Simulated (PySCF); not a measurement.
Bonds (- single, = double, # triple, : aromatic): C1-Si2 1.893 Å, Si2-Cl3 1.998 Å, Si2-O4 1.641 Å, O4-C5 1.391 Å, C5-O6 1.391 Å, O6-C7 1.391 Å, C7-O8 1.392 Å, O8-Si2 1.641 Å. C1 carries H9, H10, H11; C5 carries H12, H13; C7 carries H14, H15.

[PySCF: shielding tensors at PBE0/pcSseg-1 (GIAO); geometry: GFN2-xTB; relativity neglected; one conformer; averaged over atoms made equivalent by symmetry, fast rotation or ring inversion; no solvent model]

References, each an isolated molecule treated in the same way: ¹³C (σref 186.93) and ¹H (σref 31.72) and ²⁹Si (σref 349.16) against TMS; ³⁵Cl (σref 949.78) vs HCl; ¹⁷O (σref 336.08) vs H2O.

| atoms | nucleus | count | Hirshfeld charge | δ (ppm) |
| --- | --- | --- | --- | --- |
| Si2 | ²⁹Si | 1 | 0.47 | -23.6 |
| H12/H14 | ¹H | 2 | 0.04 | 5.44 |
| Cl3 | ³⁵Cl | 1 | -0.12 | 85 |
| C5/C7 | ¹³C | 2 | 0.08 | ? |
| H9/H10/H11 | ¹H | 3 | 0.05 | 0.43 |
| C1 | ¹³C | 1 | -0.22 | ? |
| O4/O8 | ¹⁷O | 2 | -0.24 | 103.0 |
| O6 | ¹⁷O | 1 | -0.14 | 126.6 |
| H13/H15 | ¹H | 2 | 0.05 | ? |

Estimate the values marked ?.

## Answers


- C5/C7: 95.3 ppm, sp3 carbon bearing two oxygens; 2 electronegative neighbours deshield it
- C1: 5.8 ppm, methyl carbon bonded to Si; an electropositive neighbour leaves it electron-rich and shielded
- H13/H15: 5.55 ppm, hydrogen on an sp3 carbon bearing two oxygens; its carbon carries O, hence the downfield position

Shifts are as computed. Against solution values, carbons near 30 ppm lie about +3 ppm off and those near 130 ppm about +5 ppm. Of 1309 compounds with measured shifts, 239 miss one by over three times the rms of a fit or turn the order of signals round; such compounds aren't used in these exercises. Experimental scales use liquid or dissolved standards, which lie at an offset from isolated H2O (liquid H2O: subtract about 36 ppm).
